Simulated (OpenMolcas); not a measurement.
# W III: effect of the basis set

* Program: OpenMolcas 26.06
* Method: CASSCF
* Active space: 4 electrons in 10 orbitals (5d 6d)
* State averaging: 2S+1 = 5 even, 5 roots; 2S+1 = 3 even, 45 roots; 2S+1 = 1 even, 50 roots
* Spin-orbit coupling: RASSI with atomic mean-field integrals over the reference wave functions, term energies averaged over their components

A. ANO-R2 [8s6p5d3f2g], X2C, finite nucleus; cost about 50 core-seconds
B. ANO-RCC-VTZP [8s7p5d3f2g1h], DKH2, point nucleus; cost roughly 110 core-seconds
C. ANO-RCC-VQZP [9s8p6d4f3g2h], DKH2, point nucleus; cost roughly 90 core-seconds

Energies in cm-1 above 5d4 5D0, the measured ground level; measured values from NIST levels as listed in McCann et al., Mon. Not. R. Astron. Soc. 538, 537 (2025).

```
            Level      A      B      C  Measured
          5d4 5D0    0.0    0.0    0.0       0.0
          5d4 5D1   1702   1635   1710      2256
          5d4 5D2   3695   3575   3705      4461
          5d4 5D3   5659   5507   5667      6278
          5d4 5D4   7506   7345   7506      7687
5d4 3P0(1) [72 %]  14608  14599  14601      9904
   5d4 3H4 [66 %]  15896  15887  15898     13701
          5d4 3H5  19005  18937  19011          
   5d4 3G3 [59 %]  19220  19187  19220          
       5d4 3P1(1)  19438  19370  19437          
       5d4 3F2(1)  20114  20080  20110          
          5d4 3H6  20638  20565  20642          
5d4 3P2(1) [68 %]  24325  24235  24332          
5d4 3F3(1) [62 %]  25066  24938  25084          
          5d4 3G5  27150  26995  27153          
          5d4 3D3  27718  27667  27728          
          5d4 1I6  29100  28998  29120          
          5d4 3D1  30142  30023  30169          
5d4 1G4(1) [59 %]  33185  33020  33206          
       5d4 1S0(1)  34685  34591  34696          
5d4 1D2(1) [53 %]  35866  35755  35882          
   5d4 1F3 [74 %]  38280  38204  38293          
       5d4 3P2(2)  42570  42530  42532          
       5d4 3F4(2)  43730  43655  43642
```

Deviations, from unrounded energies. A percentage is the sum of absolute deviations over the sum of measured energies, with the sign that they share, or ± where signs differ.

```csv
Against measurement,Levels,A,B,C
mean absolute deviation (cm-1),6,1500,1600,1500
fine structure of the ground term (%),4,-10.3,-12.7,-10.1
other terms of the ground configuration (%),2,+29.2,+29.2,+29.2
```

A, C lie about equally close to measurement and B furthest from it. The largest miss of C in the table is 5d4 3P0(1) [72 %], by +4700 cm-1. The ranking rests on the paired levels alone, and a cruder setting can come out closer through cancelling errors.

Among A to C the level of the table that moves most is 5d4 1G4(1) [59 %], by 190 cm-1 (lowest in B, highest in C).

Without dynamic correlation excited terms often stand tens of per cent too high (terms of higher spin than the ground term too low), and those without a measured partner can miss by more than the paired ones. Active for correlation alone: 6d; no level in the range computed is led by a configuration that fills it, so any true level of that kind is missing. Computed and measured levels are paired by configuration, term and J; levels that our copy of the source lacks, or whose pairing is in doubt (as where it misses far off the trend of its configuration), stay unpaired and out of the deviations. Levels of configurations outside the active space are missing. Levels that lie high or do not pair safely by name in every column are left out.

A share in square brackets marks a mixed level and gives the weight of the term that names it, the lowest over the columns. A number in round brackets counts repeated terms of one configuration in the order of the reference energies.
